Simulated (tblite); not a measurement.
C6H4N (doublet state).
SMILES with atom numbers: `[N:1]#[C:2][C:3]1[CH:4]=[CH:5][CH:6]=[CH:7]1` (hydrogens: H8 on C4; H9 on C5; H10 on C6; H11 on C7)

Computed values, GFN2-xTB/tblite, gas phase, harmonic and unscaled. The method is semi-empirical: single wavenumbers can be off by several per cent or more. Open shells enter through the occupations alone, without spin polarisation, and single modes of such species can be off by tens of per cent.

Harmonic wavenumbers (cm⁻¹): 131.7, 148.5, 361.4, 379.0, 467.5, 538.4, 553.3, 600.1, 762.6, 786.8, 822.2, 827.7, 888.3, 937.5, 973.4, 1073.2, 1081.7, 1193.7, 1246.7, 1355.8, 1396.5, 1484.2, 2283.5, 3142.1, 3148.8, 3164.5, 3166.8.

A = 8663, B = 2019, C = 1637 MHz; mass 90.034 u (most abundant isotopes); point group C2v, symmetry number 2; spin multiplicity 2.

Question: What is the zero-point energy?

Answer: ½Σν̃ = 16458 cm⁻¹ = 47.05 kcal/mol.

Question: Give the ideal-gas entropy at 400 K and 1 bar in the rigid-rotor, harmonic-oscillator model (classical rotation).

Answer: Translation 40.89, rotation 26.32, vibration 17.40, spin (R ln 2) 1.38: S = 86.0 cal/(mol K).

Question: And Cp and H(400 K) − H(0)?

Answer: Cp = 31.10 cal/(mol K), of which vibrations give 23.15 (their classical limit is 27 R = 53.7); H(400 K) − H(0) = 7.34 kcal/mol without the zero-point energy, 4.16 from vibrations.

Question: How do the functions run with temperature in this model?

Answer: 
```
 T (K)  S (cal/(mol K))  Cp (cal/(mol K))  H − H(0) (kcal/mol)  G − H(0) (kcal/mol)  ln q(vib)
   150             64.8              14.5                 1.58                -8.13       0.69
   250             73.7              21.4                 3.37               -15.07       1.69
298.15             77.8              24.8                 4.48               -18.71       2.25
   600            100.4              39.8                14.50               -45.74       6.22
   900            118.1              47.2                27.65               -78.61      10.19
```

q(vib) and H(0) count from the zero-point level.

Question: Which modes carry the vibrational entropy at 400 K?

Answer: 131.7 cm⁻¹: 3.49; 148.5 cm⁻¹: 3.26; 361.4 cm⁻¹: 1.60; 379.0 cm⁻¹: 1.52; 467.5 cm⁻¹: 1.17; 538.4 cm⁻¹: 0.96 cal/(mol K); the other 21 give 5.41 together.

Hindered rotation and anharmonicity are outside this model.
